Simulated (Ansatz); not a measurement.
C$_{2}$H$_{12}$BNSi$_{2}$, SMILES `BN(CC)[SiH2][SiH3]` at its PBE0-D4/def2-TZVP geometry, where that method's forces vanish. The species carries charge 0 and has multiplicity 1.

```csv
atom,x (Å),y (Å),z (Å)
B1,1.460,-0.879,-1.262
N2,0.478,-0.426,-0.379
C3,0.713,-0.397,1.068
C4,0.243,-1.665,1.754
Si5,-1.067,0.190,-0.941
Si6,-1.119,2.530,-0.797
H7,2.523,-1.228,-0.827
H8,1.228,-0.905,-2.436
H9,0.204,0.472,1.502
H10,1.782,-0.251,1.240
H11,0.788,-2.529,1.367
H12,0.413,-1.604,2.832
H13,-0.823,-1.832,1.587
H14,-1.282,-0.257,-2.339
H15,-2.151,-0.363,-0.081
H16,-0.816,2.974,0.592
H17,-2.466,3.043,-1.169
H18,-0.108,3.127,-1.711
```

Question: For each bond, give half the difference of the two atoms' forces along it (eV/Å; positive pushes the atoms apart) under PBE-D4, r2SCAN-D4, B3LYP-D4, ωB97M-V in def2-TZVPP. (Estimate.)

Answer: Computed: 
```csv
bond,length (Å),PBE-D4,r2SCAN-D4,B3LYP-D4,ωB97M-V
B1–H7,1.200,0.01,-0.07,-0.12,-0.12
B1–H8,1.198,-0.02,-0.07,-0.11,-0.11
N2–C3,1.466,0.09,0.21,0.23,0.19
C3–C4,1.516,0.00,0.08,0.18,0.16
C3–H9,1.097,0.07,-0.07,-0.13,-0.11
C3–H10,1.092,0.10,-0.07,-0.14,-0.14
C4–H11,1.092,0.10,-0.03,-0.06,-0.07
C4–H12,1.093,0.10,-0.03,-0.07,-0.08
C4–H13,1.092,0.10,-0.04,-0.07,-0.07
Si5–H14,1.483,0.05,-0.03,-0.11,-0.13
Si5–H15,1.491,0.05,-0.03,-0.11,-0.12
Si6–H16,1.489,0.09,-0.02,-0.07,-0.09
Si6–H17,1.489,0.09,-0.02,-0.06,-0.10
Si6–H18,1.488,0.09,-0.02,-0.06,-0.10
```

B3LYP here is the variant with VWN-RPA as its local correlation; programs differ in this.
